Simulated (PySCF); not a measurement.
This script is equivalent to a calculation on I⁺ (iodine, charge +1).

```python
from pyscf import gto, scf, dft, mp, cc
import basis_set_exchange as bse
txt = bse.get_basis("def2-SVP", elements=["I"], fmt="nwchem", header=False)
cut = txt.index("\nECP")
mol = gto.M(atom="I 0 0 0", charge=1, spin=2, symmetry="D2h",
            basis=gto.basis.parse(txt[:cut]),
            ecp={"I": gto.basis.parse_ecp(txt[cut:])})
mf = dft.UKS(mol, xc="M062X")
mf.irrep_nelec = {'Ag': (4, 4), 'B1g': (1, 1), 'B2g': (1, 1), 'B3g': (1, 1), 'B1u': (2, 1), 'B2u': (2, 2), 'B3u': (2, 1)}
mf.kernel()
```

Problem. What total energy does it give?

Solution. -297.223 hartree (calculated).

Problem. Which occupied shell lies highest, and where?

Solution. 5p β, at -16.780 eV.

Problem. What is ⟨S²⟩, and what would a pure spin state give?

Solution. 2.005, against 2.00.

Energies and moments cover only the electrons outside the core potential.
